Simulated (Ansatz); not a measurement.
The pair A = CH4 (SMILES C) (first 5 atoms), B = CH4S (SMILES CS); geometry from B3LYP-D3(BJ)/def2-TZVP.
(charge 0, multiplicity 1):
```xyz
11

C     -0.0525     0.0752    -0.0999
H     -1.1168     0.0208     0.1285
H      0.4935     0.4084     0.7816
H      0.3037    -0.9091    -0.4018
H      0.1048     0.7805    -0.9149
C     -0.2663    -1.2691     3.4919
S      0.2452     0.4381     3.8727
H     -0.2885    -1.4427     2.4184
H      0.4859    -1.9171     3.9387
H     -1.2338    -1.4986     3.9332
H     -0.7735     1.0574     3.2547
```

Correlated levels freeze the cores. MP2 and its Hartree–Fock in aug-cc-pV(T+d)Z are density fitted.

Run with Ansatz (a first-principles code) with Gaussian orbitals. Each number belongs to the level named beside it.

The counterpoise-corrected interaction energy is E(AB) − E(A in the pair's basis) − E(B in the pair's basis). Total energies (hartree):

```tsv
level	AB	A in the pair's basis	B in the pair's basis
HF/aug-cc-pV(D+d)Z	-477.9334272	-40.1998698	-437.7347348
MP2/aug-cc-pV(D+d)Z	-478.4084279	-40.3681533	-438.0389515
HF/aug-cc-pV(T+d)Z	-477.9720660	-40.2135834	-437.7596623
MP2/aug-cc-pV(T+d)Z	-478.5468784	-40.4145488	-438.1306497
CCSD(T)/aug-cc-pV(D+d)Z	-478.4834244	-40.3959930	-438.0861623
```

Q: Work out the counterpoise-corrected interaction energy at the basis-set limit: extrapolate the MP2 correlation part as X⁻³, take Hartree–Fock from the larger set, and add the CCSD(T) − MP2 difference of aug-cc-pV(D+d)Z.

A: 
1. Differences (1 hartree = 627.509 kcal/mol): HF/aug-cc-pV(D+d)Z 0.739; MP2/aug-cc-pV(D+d)Z -0.830; HF/aug-cc-pV(T+d)Z 0.740; MP2/aug-cc-pV(T+d)Z -1.054; CCSD(T)/aug-cc-pV(D+d)Z -0.796.
2. Correlation parts, MP2 less HF: -1.569 in aug-cc-pV(D+d)Z (X = 2), -1.794 in aug-cc-pV(T+d)Z (X = 3).
3. Limit (3³·(-1.794) − 2³·(-1.569))/(3³ − 2³) = -1.889; with HF/aug-cc-pV(T+d)Z it gives -1.149.
4. CCSD(T) less MP2 in aug-cc-pV(D+d)Z: 0.034.
Result: -1.12 kcal/mol, against -0.83 at MP2/aug-cc-pV(D+d)Z. It is an estimate of this method's limit, not of the exact value.
